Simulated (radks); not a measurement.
The calcium ion Ca0.75+, configuration [Ne] 3s1.25 3p6 4s2 (fractional occupations, a model configuration). Calculated with a radial shooting solver on a logarithmic mesh with Libxc functionals: Dirac Kohn-Sham, PBE, spin-unpolarised, spherical densities, point nucleus.

Normalised radial functions P(r) = r R(r) (large component), r in bohr:

```
   r/bohr * 2s1/2, o 2p3/2 (the largest magnitude, 1.74, reaches the edge; | marks zero, & curves that meet)
 0.008316                             o     *
  0.01241                             |o      *
  0.01851                             |o        *
  0.02761                             | o         *
  0.04119                             |   o        *
  0.06145                             |       o  *
  0.09167                             |  *          o
   0.1367                    *        |                   o
   0.2024        *                    |                        o
   0.3019  *                          |                        o
   0.4504        *                    |                 o
   0.6719                    *        |       o
    1.002                           * | o
    1.495                             &
    2.231                             &
    3.328                             &
    4.965                             &
    7.407                             &
    11.05                             &
```

2s1/2: eigenvalue -427.41 eV, 1 radial node at r = 0.104 bohr, <r> = 0.364 bohr, 90 % of the charge inside 0.567 bohr. 2p3/2: eigenvalue -346.59 eV, 0 radial nodes, <r> = 0.328 bohr, 90 % of the charge inside 0.541 bohr.
